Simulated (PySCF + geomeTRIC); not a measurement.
Species: CH$_{3}$BO, SMILES `BC=O` (H–B–C–O torsion 87°) (charge 0, multiplicity 1).

### Question
Give a relaxed geometry from M06-2X/def2-TZVP in PySCF + geomeTRIC.

### Answer
One answer among several that fit: the end point of this relaxation, one of several conformers (outside a Z-matrix the atoms follow the SMILES, hydrogens last).
Bond lengths (Å): B1–C2 1.569, B1–H4 1.186, B1–H5 1.186, C2–O3 1.213, C2–H6 1.107. Bond angles (°): C2–B1–H4 119.1, C2–B1–H5 119.0, H4–B1–H5 121.6, B1–C2–O3 111.4, B1–C2–H6 128.6, O3–C2–H6 120.0.
